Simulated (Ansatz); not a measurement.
Consider the ligand exchange at the Si–C bond: `C=[C]([SiH3])[InH2]` + `NC(O)O` → `NC(O)O[SiH3]` + `C=[CH][InH2]`.

Calculated with Ansatz (gas phase, PBE0-D4/def2-TZVP geometries, no zero-point term in ΔE). CCSD(T)/CBS is the MP2 limit (def2-TZVPP, def2-QZVPP) plus CCSD(T) − MP2 in def2-TZVPP, frozen cores. DFT in def2-TZVPP. Elements past krypton have def2 core potentials. For In outer-core shells are correlated without core-valence functions, which leaves a few kJ/mol of doubt a bond. One conformer a species, not always the lowest.

Q: Is it downhill or uphill in electronic energy at CCSD(T)/CBS, and by how much? (An estimate is asked.)

A: Ansatz gave: Downhill: ΔE = -72.8 kJ/mol.

Q: What do these levels give: PBE-D4, ωB97X-V, PBE, r2SCAN, CCSD(T)/def2-TZVPP, HF/def2-QZVPP? (Best estimate.)

A: Ansatz gave: PBE-D4 -62.2, ωB97X-V -77.4, PBE -63.7, r2SCAN -74.3, CCSD(T)/def2-TZVPP -74.5, HF/def2-QZVPP -95.7 kJ/mol.

Largest T1 diagnostic among the species: 0.014.

From PBE to PBE0 (25 % exact exchange), in def2-TZVPP and without D4, ΔE moves by −4.2 kJ/mol. In def2-TZVPP, CCSD(T) changes the Hartree–Fock value by +20.4 kJ/mol (the triples alone add +3.4 kJ/mol) and MP2 by +21.4 kJ/mol.
